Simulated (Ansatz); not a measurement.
Coupled-cluster diagnostics for Mg4O4 (the lowest singlet isomer of a short search), Ansatz.

Geometry of the singlet (PBE-D4/def2-SVP):

```tsv
atom	x (Å)	y (Å)	z (Å)
Mg1	1.5265	1.2269	-1.0826
Mg2	1.6344	-1.0755	1.0858
Mg3	-1.6345	1.0755	-1.0858
Mg4	-1.5265	-1.2269	1.0826
O5	2.5240	0.1207	0.0024
O6	0.0862	-1.8384	1.7317
O7	-2.5240	-0.1210	-0.0028
O8	-0.0863	1.8387	-1.7313
```

Correlated methods freeze 8 core orbitals; core or outer-core shells of Mg are correlated, in sets that lack core-valence functions. In CCSD on the charge 1 doublet the largest single amplitude is 0.17, so its Hartree–Fock determinant may place the open shell otherwise than the density functionals do. The structure comes from a short search, and lower isomers may exist.

Geometry of the charge 0 triplet (PBE-D4/def2-SVP):

```xyz
8

Mg   -0.982    0.183   -1.959
Mg   -1.787   -0.999    0.803
Mg    1.787    0.999   -0.803
Mg    0.982   -0.183    1.959
O    -2.323   -0.685   -0.970
O    -0.675   -0.991    2.317
O     2.323    0.685    0.969
O     0.674    0.991   -2.317
```

Geometry of the charge 0 quintet (PBE-D4/def2-SVP):

```
atom    x (Å)    y (Å)    z (Å)
 Mg1   0.8884  -0.8025   0.6177
 Mg2  -1.3244  -2.8973   0.4103
 Mg3   1.3241   2.8975  -0.4099
 Mg4  -0.8883   0.8025  -0.6177
  O5   0.4237  -2.5151   1.2981
  O6  -0.9811  -1.0504  -0.1540
  O7  -0.4233   2.5148  -1.2988
  O8   0.9810   1.0505   0.1543
```

Estimate the CCSD(T) correlation energy, the shares of MP2 and (T), T1 and the reference's ⟨S²⟩ for: charge 0, singlet, own geometry in def2-SVP; charge 0, triplet, own geometry in def2-SVP; charge 0, quintet, own geometry in def2-SVP; charge 1, doublet, vertical in def2-SVP; and the rough time on 4 threads of Arm Neoverse V2 on a shared host.


```
                          state     basis  correlation (eV)  MP2 share (%)  (T) share (%)     T1  ⟨S²⟩ (pure)  wall time
charge 0, singlet, own geometry  def2-SVP           -25.520           98.5            3.1  0.019  0.00 (0.00)       39 s
charge 0, triplet, own geometry  def2-SVP           -24.689           96.7            3.3  0.023  2.01 (2.00)    3.7 min
charge 0, quintet, own geometry  def2-SVP           -22.645           94.3            2.7  0.023  6.02 (6.00)      4 min
    charge 1, doublet, vertical  def2-SVP           -24.092           97.1            3.1  0.024  0.75 (0.75)    3.7 min
```
Customary marks for T1 are 0.02 (closed shells), 0.045 (open shells) and about 0.05 (3d metals). T1 exceeds 0.02 in 3 of 4 rows and 0.045 in 0; the higher it lies, the less the single-reference result can be trusted.
